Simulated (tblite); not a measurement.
Q: What does the GFN2-xTB structure of `CC([Si@H](S[SiH3])F)(C)CS` look like in three dimensions?

A: 
```xyz
22
C4H13FS2Si2 angstrom
C     -1.091   -1.597    0.157
C     -0.971   -0.110   -0.183
C     -2.117    0.293   -1.110
C     -1.015    0.735    1.092
S     -2.538    0.531    2.090
Si     0.694    0.215   -1.055
F      0.843    1.803   -1.328
S      2.269   -0.396    0.246
Si     4.017    0.388   -0.740
H     -0.990   -2.201   -0.742
H     -2.064   -1.809    0.597
H     -0.313   -1.897    0.856
H     -2.027    1.335   -1.410
H     -3.072    0.166   -0.602
H     -2.119   -0.323   -2.006
H     -1.000    1.797    0.844
H     -0.173    0.511    1.746
H     -2.195   -0.622    2.658
H      0.813   -0.356   -2.384
H      5.076   -0.027    0.162
H      3.872    1.831   -0.850
H      4.088   -0.247   -2.050
```

Orientation and origin are arbitrary. Atoms count from 1 in this order. Si6 (fluorine-bound silicon) is distorted tetrahedral (angles from 102.9° to 115.0°). The 2 S–Si bonds span 2.132 Å (Si6–S8, drawn single) to 2.155 Å (S8–Si9, drawn single), a spread of 0.023 Å. All 3 C–C bonds measure 1.528 to 1.530 Å. Of the pairs four or more bonds apart, S5···H14 is among the closest relative to their van der Waals radii: 2.77 Å, 92 % of the sum of Bondi's values.

Bonds between heavy atoms (Å): C1–C2 1.530, C2–C3 1.528, C2–C4 1.530, C4–S5 1.832, C2–Si6 1.908, Si6–F7 1.618, Si6–S8 2.132, S8–Si9 2.155.

Computed geometry: GFN2-xTB, gas phase.

Point group: C1 (no symmetry element, even within 0.4 Å). Its GFN2-xTB frequencies are all real (lowest 26 cm⁻¹). The numbers are those of one conformer (C1–C2–C4–S5 -59°, C2–C4–S5–H 79°, C1–C2–Si6–F7 -177°, C2–Si6–S8–Si9 -170°).
